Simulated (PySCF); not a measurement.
**Low-lying terms of Br⁷⁺ (bromine, charge +7)**

Ground state [Ar] 3d10, ¹S. All numbers are calculated (PySCF 2.14, scalar relativity through the core potential, in aug-cc-pVQZ-PP with ECP10MDF (7s6p5d3f2g, 89 functions)). Vertical excitation energies in eV without spin-orbit coupling; excited terms of each kind are numbered among those the solver found. Frozen: 3s2 3p6.

| term | leading excitation | EOM-EE-CCSD |
| --- | --- | --- |
| 1 3D | 3d → s | 69.756 |
| 1 1D | 3d → s | 70.724 |
| 1 3P° | 3d → p | 86.858 |
| 1 3F° | 3d → p | 87.594 |
| 1 1F° | 3d → p | 88.223 |
| 1 1D° | 3d → p | 88.919 |
| 1 3D° | 3d → p | 88.927 |
| 1 1P° | 3d → p | 89.457 |
| 1 3G | 3d → d | 114.27 |
| 1 1G | 3d → d | 114.59 |
| 1 1F | 3d → d | 115.22 |

The solver can miss terms.
